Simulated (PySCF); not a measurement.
**Xe: ionisation energy**

Xe [Xe] (1S) → Xe⁺ [Kr] 4d10 5s2 5p5 (2P), as a difference of total energies. Calculation: PySCF 2.14, in x2c-TZVPPall (8s6p4d2f, 60 functions); scalar relativity by spin-free X2C-1e. Correlated levels: valence: [Kr] 4d10 frozen. The calculations carry no spin-orbit coupling.

| method | ionisation energy (eV) | error (eV) |
| --- | --- | --- |
| UHF | 11.543 | -1.022 |
| MP2 (valence) | 12.302 | -0.263 |
| SCS-MP2 (valence) | 12.232 | -0.333 |
| CCSD (valence) | 12.225 | -0.340 |
| CCSD(T) (valence) | 12.257 | -0.308 |

Reference: 12.565 eV (measured; NIST levels, between the centres of gravity of the two terms).

Errors of the correlated levels include the incompleteness of this basis and the frozen core.
